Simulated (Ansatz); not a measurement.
C3H6OSi can be A, `C[SiH]1C=CO1`, or B, `COC#C[SiH3]`.

Computed with Ansatz on PBE0-D4/def2-TZVP structures; ΔE is electronic, products minus reactants. CCSD(T)/CBS is the MP2 limit (def2-TZVPP, def2-QZVPP) plus CCSD(T) − MP2 in def2-TZVPP, frozen cores. Functionals use def2-TZVPP. B3LYP here is the variant with VWN-RPA as its local correlation; programs differ in this.

(1) Which is lower in electronic energy at CCSD(T)/CBS, and by how much? (Best estimate.)

(2) Give E(B) − E(A) in kcal/mol with MP2/def2-TZVPP, CCSD/def2-TZVPP, B2PLYP, B3LYP, PBE0-D4, CCSD(T)/def2-TZVPP, ωB97M-V. (Best estimate.)

Largest T1 diagnostic: 0.013.

Results:

(1) Ansatz gave: A, by 58.7 kcal/mol.

(2) Ansatz gave: MP2/def2-TZVPP 58.5, CCSD/def2-TZVPP 56.9, B2PLYP 54.9, B3LYP 53.2, PBE0-D4 60.6, CCSD(T)/def2-TZVPP 57.3, ωB97M-V 59.8. None reverses the order clearly.

The D4 term adds +1.4 kcal/mol with B3LYP and +0.7 kcal/mol with PBE0; it sums over pairs of atoms, weighted by their polarisabilities, and B3LYP, whose exchange is more repulsive, gets the larger term. In def2-TZVPP, CCSD(T) changes the Hartree–Fock value by +6.8 kcal/mol (the triples alone add +0.4 kcal/mol) and MP2 by +8.1 kcal/mol.
